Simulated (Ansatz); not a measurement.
Reaction (redistribution): `OC[SiH2][SiH3]` + `N[SiH2][SiH2][SeH]` → `N[SiH2][SiH2][SiH3]` + `OC[SiH2][SeH]`

Calculated with Ansatz (gas phase, PBE0-D4/def2-TZVP geometries, no zero-point term in ΔE). CCSD(T)/CBS adds triple-zeta CCSD(T) − MP2 to the extrapolated MP2 energy (def2 sets, frozen cores). DFT in def2-TZVPP. B3LYP here is the variant with VWN-RPA as its local correlation; programs differ in this. For Se outer-core shells are correlated without core-valence functions, which leaves a few kJ/mol of doubt a bond. Scalar relativity is left out up to krypton. One conformer a species, not always the lowest.

`OC[SiH2][SiH3]`:

```xyz
12

O    -1.073    0.823   -2.336
C    -1.047    0.178   -1.072
Si    0.573    0.473   -0.127
Si    0.630   -0.706    1.896
H    -0.333    0.503   -2.858
H    -1.879    0.594   -0.498
H    -1.245   -0.900   -1.164
H     0.759    1.928    0.120
H     1.695    0.013   -0.998
H     1.921   -0.476    2.600
H     0.478   -2.166    1.650
H    -0.479   -0.264    2.785
```

`N[SiH2][SiH2][SeH]`:

Z-matrix (Å, degrees):
```
Si
Si 1 2.337
N 1 1.718 2 105.1
H 1 1.489 2 112.9 3 -118.6
H 1 1.498 2 107.3 3 124.3
Se 2 2.299 1 106.9 3 -47.8
H 2 1.486 1 112.9 3 65.1
H 2 1.488 1 113.6 3 -170.3
H 3 1.007 1 121.2 2 -173.8
H 3 1.009 1 118.4 2 41.4
H 6 1.470 2 93.2 1 -58.0
```

`N[SiH2][SiH2][SiH3]`:

Z-matrix (Å, degrees):
```
Si
Si 1 2.340
N 1 1.723 2 109.7
H 1 1.497 2 107.4 3 -126.4
H 1 1.488 2 110.1 3 118.2
Si 2 2.339 1 110.3 3 177.2
H 2 1.490 1 110.8 3 -61.2
H 2 1.493 1 109.6 3 57.6
H 3 1.007 1 119.7 2 -49.3
H 3 1.008 1 119.7 2 168.0
H 6 1.488 2 110.0 1 -59.7
H 6 1.488 2 111.2 1 180.0
H 6 1.488 2 110.1 1 59.7
```

`OC[SiH2][SeH]`:

Z-matrix (Å, degrees):
```
C
Si 1 1.886
O 1 1.414 2 109.1
H 1 1.100 2 108.7 3 -122.7
H 1 1.102 2 107.7 3 121.8
Se 2 2.279 1 113.5 3 64.5
H 2 1.487 1 107.6 3 -173.6
H 2 1.483 1 110.2 3 -53.0
H 3 0.960 1 109.0 2 -175.7
H 6 1.469 2 92.8 1 74.8
```

```json
{"level": "PBE-D4", "ΔE (kcal/mol)": "-0.1"}
{"level": "B3LYP-D4", "ΔE (kcal/mol)": "-0.7"}
{"level": "B2PLYP", "ΔE (kcal/mol)": "-1.2"}
{"level": "PBE0", "ΔE (kcal/mol)": "-1.0"}
{"level": "HF/def2-TZVPP", "ΔE (kcal/mol)": "-2.2"}
{"level": "MP2/def2-TZVPP", "ΔE (kcal/mol)": "-1.4"}
{"level": "HF/def2-QZVPP", "ΔE (kcal/mol)": "-2.3"}
{"level": "CCSD/CBS(def2)", "ΔE (kcal/mol)": "-1.4"}
```

What does CCSD(T)/CBS give? (Best estimate.)

The calculation gave: -1.2 kcal/mol. The listed levels differ from it by 1.1, 0.5, 0.0, 0.2, -1.0, -0.2, -1.1, -0.2 kcal/mol.

Largest T1 diagnostic among the species: 0.012.

In def2-TZVPP, CCSD(T) changes the Hartree–Fock value by +0.9 kcal/mol (the triples alone add +0.2 kcal/mol) and MP2 by +0.8 kcal/mol.
